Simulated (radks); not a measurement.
Valence configurations of Pr II (all share [Xe]). All-electron calculation, Dirac Kohn-Sham, PBE, spin-unpolarised, spherical densities, point nucleus; open shells fill j = l - 1/2 first. Program: a radial shooting solver on a logarithmic mesh with Libxc functionals. Energies are relative to 4f3 6s1; eigenvalues in eV.

4f3 6s1: E (eV) 0.000; e(4f5/2) -7.118; e(6s1/2) -8.072
4f3 5d0.5 6s0.5: E (eV) 0.365; e(4f5/2) -6.190; e(5d3/2) -6.805; e(6s1/2) -7.636
4f3 5d1: E (eV) 0.829; e(4f5/2) -5.341; e(5d3/2) -6.214
4f3.5 6s0.5: E (eV) 1.029; e(4f5/2) -4.382; e(6s1/2) -7.414
4f3 6s0.5 6p0.5: E (eV) 1.346; e(4f5/2) -7.606; e(6p1/2) -5.659; e(6s1/2) -8.358
4f2 5d1 6s1: E (eV) 1.535; e(4f5/2) -12.287; e(5d3/2) -8.682; e(6s1/2) -8.604
4f2 5d2: E (eV) 1.718; e(4f5/2) -10.156; e(5d3/2) -7.273
4f3 6p1: E (eV) 2.697; e(4f5/2) -8.089; e(6p1/2) -5.927
4f4: E (eV) 2.886; e(4f5/2) -2.792
4f1 6s1 6p2: E (eV) 18.005; e(4f5/2) -25.649; e(6p1/2) -8.198; e(6s1/2) -11.867

NIST lists [Xe] 4f3 6s1 as the ground configuration; this level of theory agrees among the configurations tried. The energies are those of spherical spin-averaged densities, not of single terms.
